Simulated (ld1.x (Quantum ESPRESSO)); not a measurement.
**Ni: excitation energies, all-electron against TM**

nickel, norm-conserving Troullier–Martins (Kleinman–Bylander form), made with ld1.x (Quantum ESPRESSO) 7.5 (PBE, scalar-relativistic). Core [Ne], reference 3s2 3p6 3d8 4s1.5 4p0.5. Waves: 3s (bound): rc 0.75 bohr; 3p (bound): rc 0.90 bohr; 3d (bound): rc 1.30 bohr. Local part: the d channel. Core correction: Bessel-smoothed model core inside 0.50 bohr.

Occupied shells without a wave of their own: 4p, 4s. They enter only through the test configuration that unscreens the potential, and ld1.x also counts them in the model core charge.

Energies are relative to the spin-unpolarised reference configuration 3s2 3p6 3d8 4s1.5 4p0.5; without spin polarisation the order of configurations can differ from experiment. The frozen-core shift is the all-electron ΔE with the core orbitals held at their reference shape minus the fully relaxed ΔE.

ld1.x takes every shell without a wave as core, so the model core holds the 4p, 4s electrons as well and exchange and correlation see them twice. This cancels in the reference configuration, but the file is broken for other ones, and its errors say nothing about a proper core correction.

| valence configuration | charge | ΔE all-electron (eV) | error AE − PS (meV) | frozen-core shift (meV) |
| --- | --- | --- | --- | --- |
| 3s2 3p6 3d8 4s2 4p0 | 0 | -2.253 | -74 | -0.3 |
| 3s2 3p6 3d8 4s1 4p0 | +1 | 7.070 | +95 | +0.7 |
| 3s2 3p6 3d8 4s0 4p0 | +2 | 24.421 | +98 | +2.5 |
| 3s2 3p6 3d8 4s0 4p2 | 0 | 7.250 | +131 | +0.8 |
| 3s2 3p6 3d6 4s0 4p0 | +4 | 119.444 | +93 | -4.8 |
| 3s2 3p6 3d7 4s2 4p0 | +1 | 13.867 | -66 | -3.8 |
| 3s2 3p6 3d8 4s1.5 4p0 | +0.5 | 1.465 | +27 | +0.2 |

A variational frozen-core shift is positive and of second order in the change. This column holds negative values, so the frozen-core run of ld1.x carries numerical noise or an error of first order here, and the column gives no more than the rough size of the effect.
